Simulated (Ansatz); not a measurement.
(CdF2)n off (charge +1): gap (eV) at several levels, gas phase, relaxed structures; Ansatz. Clusters are the lowest isomers that short searches found in that spin, judged at the geometry's level. Core potentials for Cd in the def2 sets, no spin–orbit coupling. HOMO and LUMO are taken over both spins. The structures are stationary points that may keep the symmetry of their start.

```tsv
species	state	geometry	PBE-D4/def2-SVP	PBE-D4/def2-TZVP	r2SCAN-D4/def2-TZVP	PBE0-D4/def2-SVP	BHLYP-D4/def2-TZVP
CdF2⁺	doublet	PBE-D4/def2-TZVP	0.18	0.23	0.37	1.36	3.12
Cd2F2⁺	doublet	r2SCAN-D4/def2-TZVP	0.83	0.84	1.67	2.79	4.32
Cd3F4⁺	doublet	r2SCAN-D4/def2-SVP	0.45	0.46	0.65	1.55	2.45
```

**Question.** Estimate the column for PBE0-D4/def2-TZVP.

**Answer.** CdF2⁺ 1.34; Cd2F2⁺ 2.80; Cd3F4⁺ 1.57.

Over the 3 species that have every level, the mean is 0.49 at PBE-D4/def2-SVP, 0.51 at PBE-D4/def2-TZVP, 0.90 at r2SCAN-D4/def2-TZVP, 1.90 at PBE0-D4/def2-SVP, 1.91 at PBE0-D4/def2-TZVP, 3.30 at BHLYP-D4/def2-TZVP. Orbital gaps grow with the share of exact exchange and aren't one observable across functionals.
